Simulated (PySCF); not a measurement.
CH₈FNSi₂. Atoms are numbered in the order given.

```xyz
13

N     -1.3884     0.3088     1.3220
Si    -1.5210    -0.2926    -0.3044
Si     0.6029     0.0777    -1.2168
C      1.6946     0.5508     0.2772
F      1.5250    -0.4237     1.2708
H     -0.5867    -0.0075     1.8616
H     -2.2161     0.3813     1.9051
H     -2.5700     0.4942    -1.0198
H     -1.8977    -1.7371    -0.4574
H      0.6314     1.2171    -2.1847
H      1.1731    -1.1274    -1.8892
H      1.3767     1.5230     0.6914
H      2.7689     0.6126     0.0349
```
Charge 0, spin multiplicity 1.

Geometry: ωB97X-D3(BJ)/def2-SVP. This is a generated structure with no PubChem entry under its InChIKey; it may be hypothetical. The values are those of a single conformer.

These are PBE0/pcSseg-1 (PySCF) values and carry that method's errors.

GIAO shieldings, no solvent; atoms listed in one row are averaged. δ = σ(ref) − σ: ¹⁵N against NH3 (σ = 267.4 ppm); ²⁹Si against TMS (σ = 352.7 ppm); ¹³C against TMS (σ = 186.3 ppm); ¹⁹F against CFCl3 (σ = 167.2 ppm); ¹H against TMS (σ = 31.56 ppm), references at their B3LYP-D3(BJ)/def2-TZVP geometries, non-relativistic.

Estimate the chemical shifts. (An estimate is asked for; the answer gives what the named calculation found.)


```csv
nucleus,atoms,count,δ (ppm)
¹⁵N,N1,1,-0.8
²⁹Si,Si2,1,-52.0
²⁹Si,Si3,1,-72.0
¹³C,C4,1,79.4
¹⁹F,F5,1,-291.1
¹H,H13,1,5.43
¹H,H9,1,5.34
¹H,H12,1,5.28
¹H,H8,1,5.15
¹H,H11,1,4.25
¹H,H10,1,4.10
¹H,H6,1,0.87
¹H,H7,1,0.12
```
